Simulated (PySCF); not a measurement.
C2H7OSi, SMILES C[SiH](C)[O], multiplicity 2.

Geometry: B3LYP-D3(BJ)/def2-SVP. The isomer is the one that the SMILES or the coordinates give; other isomers of the formula were not compared.

The numbers are results of PBE/def2-TZVP (PySCF), not measurements.

Isolated molecule, no solvent.

total energy: -444.84566 hartree
α spin, highest occupied and lowest empty level: -6.83 and 0.16 eV
β spin, highest occupied and lowest empty level: -6.44 and -5.80 eV
dipole moment: 2.65 D
quadrupole, principal values (traceless, Buckingham form, about the centre of nuclear charge): -5.08, 0.11, 4.97 D·Å
mean static polarisability: 61.5 bohr³ (9.11 Å³)
polarisability, principal values: 52.5, 64.4, 67.5 bohr³
⟨S²⟩: 0.753 (pure state 0.75)
